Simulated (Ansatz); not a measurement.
A structure relaxed at r2SCAN-D4/def2-SVP in Ansatz, charge -3, septet:

```xyz
7

Eu    0.000    0.000    0.000
Cl   -0.389    2.741    0.305
Cl    0.389   -2.742   -0.303
Cl   -2.099   -0.038   -1.830
Cl    2.100    0.038    1.830
Cl   -1.762   -0.427    2.115
Cl    1.761    0.427   -2.115
```

Q: Give its formula, name or SMILES.

A: [EuCl6]3- (EuCl₆³⁻).

Q: Summarise the bond lengths by kind (pairs closer than 1.2 times the sum of covalent radii, bridged metal pairs left out).

A: 6 × Cl–Eu 2.79 Å. The metal has 6 neighbours: Cl 2.79 Å, Cl 2.79 Å, Cl 2.79 Å, Cl 2.79 Å, Cl 2.79 Å, Cl 2.79 Å.

In the def2 sets Eu takes a core potential; there is no spin–orbit coupling. With an open 4f shell the SCF may have ended on a state above the lowest. A multiply charged anion in the gas phase is held together partly by the finite basis. The charge -3 septet is spin-contaminated (final ⟨S²⟩ up to 12.18, 12.00 for a pure state). The highest occupied level of the charge -3 septet lies above zero (up to 5.02 eV). The electron is either unbound and held by the finite basis, or the level is raised by self-interaction error.
